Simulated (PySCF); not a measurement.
Shapes and spin states of Ge₃

Level of theory: PBE0 in PySCF with Ge def2-TZVP; no relativity; density-fitted integrals.

Relaxations began from a few typed shapes and spin states; open shells are unrestricted. The search is not exhaustive: other isomers or separated fragments can lie lower, and high-lying points may rest on an excited occupation.

Question: Which is the lowest minimum found?
A. singlet C2v: Ge–Ge 2.295 Å (×2), Ge–Ge 2.984 Å; Ge–Ge–Ge 49.4° (×2), Ge–Ge–Ge 81.1°
B. triplet D∞h: Ge–Ge 2.337 Å (×2); Ge–Ge–Ge 180.0°
C. singlet D∞h: Ge–Ge 2.260 Å (×2); Ge–Ge–Ge 180.0°
D. triplet C2v: Ge–Ge 2.361 Å (×2); Ge–Ge–Ge 115.3°

Answer: A. The others lie at 60.5 (singlet D∞h, a saddle point), 110.1 (triplet C2v), 112.9 (triplet D∞h) kJ/mol above it.

The electron or spin density has lower symmetry than the nuclear frame for the triplet D∞h at 112.9 kJ/mol.
